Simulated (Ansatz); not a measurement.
Reaction (formal hydrolysis of the Sn–Br bond): `[Cl][Sn][Br]` + H₂O → `[OH][Sn][Cl]` + HBr

Computed with Ansatz on PBE0-D4/def2-TZVP structures; ΔE is electronic, products minus reactants. CBS: MP2 limit from def2 TZ/QZ plus the TZ coupled-cluster correction, frozen cores. This one scheme is used for every species. DFT in def2-TZVPP. B3LYP here is the variant with VWN-RPA as its local correlation; programs differ in this. HSE06 is defined as in plane-wave codes. Elements past krypton have def2 core potentials. For Br, Sn outer-core shells are correlated without core-valence functions, which leaves a few kJ/mol of doubt a bond. Scalar relativity is left out up to krypton. One conformer a species, not always the lowest.

```csv
level,ΔE (kJ/mol),difference from CCSD(T)/CBS
LDA (SPW92),77.6,-5.9
PBE-D4,82.6,-0.9
revPBE-D4,81.5,-2.0
BLYP-D4,78.4,-5.1
r2SCAN-D4,81.1,-2.4
B97M-V,77.3,-6.2
PBE0-D4,90.1,6.6
r2SCANh-D4,84.4,0.9
r2SCAN0-D4,88.8,5.3
HSE06-D4,90.8,7.3
BHLYP-D4,92.9,9.4
CAM-B3LYP-D4,77.4,-6.1
ωB97X-V,77.5,-6.0
ωB97M-V,80.7,-2.8
B2PLYP,79.2,-4.3
PBE-QIDH,87.1,3.6
PBE,80.8,-2.7
revPBE,81.6,-1.9
BLYP,75.6,-7.9
r2SCAN,80.8,-2.7
PBE0,88.4,4.9
B3LYP,81.9,-1.6
r2SCANh,84.0,0.5
r2SCAN0,88.4,4.9
HSE06,89.1,5.6
BHLYP,87.7,4.2
LC-ωPBE,75.4,-8.1
RPA@PBE/def2-TZVPP,69.2,-14.3
HF/def2-SVP,100.2,16.7
MP2/def2-SVP,81.2,-2.3
CCSD/def2-SVP,81.9,-1.6
CCSD(T)/def2-SVP,79.5,-4.0
HF/def2-TZVPP,94.1,10.6
SCS-MP2/def2-TZVPP,77.2,-6.3
HF/def2-QZVPP,92.6,9.1
MP2/def2-QZVPP,84.0,0.5
SCS-MP2/def2-QZVPP,80.4,-3.1
HF/CBS(def2),92.4,8.9
MP2/CBS(def2),87.5,4.0
CCSD/CBS(def2),85.7,2.2
CCSD(T)/CBS,83.5,0
```

Largest T1 diagnostic among the species: 0.017.

From r2SCAN to r2SCAN0 (25 % exact exchange), in def2-TZVPP and without D4, ΔE moves by +7.5 kJ/mol. The D4 term adds +3.1 kJ/mol with B3LYP and +1.6 kJ/mol with PBE0; it sums over pairs of atoms, weighted by their polarisabilities, and B3LYP, whose exchange is more repulsive, gets the larger term. Leaving LDA and LC-ωPBE aside and taking each functional with its dispersion term where it has one, the values spread over 15.6 kJ/mol, from B97M-V to BHLYP-D4. LDA lies −3.2 kJ/mol from PBE without D4.
